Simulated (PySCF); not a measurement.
BH₇NPSi.
Z-matrix (Å and degrees, PBE0-D3(BJ)/def2-SVP geometry), rows numbered from 1:
```
B 
P   1  1.8452
Si  2  2.2405  1  108.07
N   3  1.7249  2  108.06  1   173.14
H   1  1.2078  2  118.26  3   -43.68
H   1  1.2063  2  120.41  3   143.34
H   2  1.4185  1  108.26  3  -115.29
H   3  1.4931  2  114.18  1   -69.12
H   3  1.4997  2  102.44  1    48.07
H   4  1.0138  3  120.55  2   -55.58
H   4  1.0137  3  119.78  2   158.68
```

Theory: TDDFT B3LYP/def2-SVPD, vertical, gas phase, core orbitals frozen in the response (PySCF 2.14.0, density-fitted response routines).

Frontier orbitals with the atoms that hold most of them (Löwdin shares over 4%, at most four atoms; ? is withheld):

```tsv
orbital	ε (eV)	atoms
LUMO+2	0.24	P2 25%, Si3 20%, B1 19%, H7 18%
LUMO+1	-0.20	Si3 31%, N4 14%, H11 12%, P2 12%
LUMO	-1.74	?
HOMO	?	?
HOMO-1	-7.39	N4 55%, Si3 14%, H9 9%, P2 7%
HOMO-2	-8.77	P2 25%, B1 22%, Si3 17%, H6 13%
HOMO-3	-9.24	B1 34%, P2 22%, H5 22%, H7 10%
```

Question: Give the leading atoms of the HOMO.

Answer: P2 (bonded to B, Si and H) 58%; B1 (bonded to P and 2 H) 18%; Si3 (bonded to N, P and 2 H) 10%; H7 (bonded to P) 6%.

Question: Which atoms hold the LUMO, and with what shares?

Answer: B1 (bonded to P and 2 H) 49%; P2 (bonded to B, Si and H) 24%; H5 (bonded to B) 8%; H6 (bonded to B) 8%. By element: boron 49%, phosphorus 24%, hydrogen 16% or more.

Question: What is the HOMO energy, and the HOMO–LUMO gap?

Answer: ε(HOMO) = -7.01 eV; the gap is 5.27 eV (0.1936 hartree).

Question: The HOMO–LUMO gap is 5.27 eV. Where does the response calculation put the lowest singlet, and from which orbitals?

Answer: S1 is at 4.79 eV (f = 0.062), 0.48 eV below the gap, made of HOMO→LUMO (61%), HOMO-1→LUMO (33%). Without the coupling terms of the response equations the lowest excitation would equal the gap.

Next come S2 at 4.89 eV (f 0.087), HOMO-1→LUMO (65%), HOMO→LUMO (33%); S3 at 5.85 eV (f 0.0038), HOMO-2→LUMO (87%); S4 at 6.06 eV (f 0.042), HOMO→LUMO+1 (57%), HOMO-1→LUMO+1 (27%); S5 at 6.12 eV (f 0.0076), HOMO-3→LUMO (83%).

Löwdin shares depend on the basis, the more so with diffuse functions.

Time: 59 s of wall time; peak memory 0.61 GiB. Hardware: Arm Neoverse V1, one thread (shared host).

One conformer stands for the species.
